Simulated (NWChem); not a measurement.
# GeSiH5Cl; SMILES [SiH3][GeH2][Cl]

Computed with NWChem. All runs use the structure optimised with PBE0/def2-SVP.

Taking Hartree-Fock/pcseg-2 as the yardstick, which of these has the fewest basis functions while keeping “dipole (D)” within 0.05 D of it: Hartree-Fock/STO-3G; Hartree-Fock/aug-pcseg-1; Hartree-Fock/pcseg-1; Hartree-Fock/def2-SVP?

Hartree-Fock/aug-pcseg-1.
| level | basis functions | dipole (D) |
|---|---|---|
| Hartree-Fock/STO-3G | 41 | 3.44 |
| Hartree-Fock/pcseg-1 | 88 | 2.73 |
| Hartree-Fock/def2-SVP | 93 | 2.34 |
| Hartree-Fock/aug-pcseg-1 | 135 | 2.47 |
| Hartree-Fock/pcseg-2 | 181 | 2.45 |

The yardstick is one finite set, not the basis-set limit.
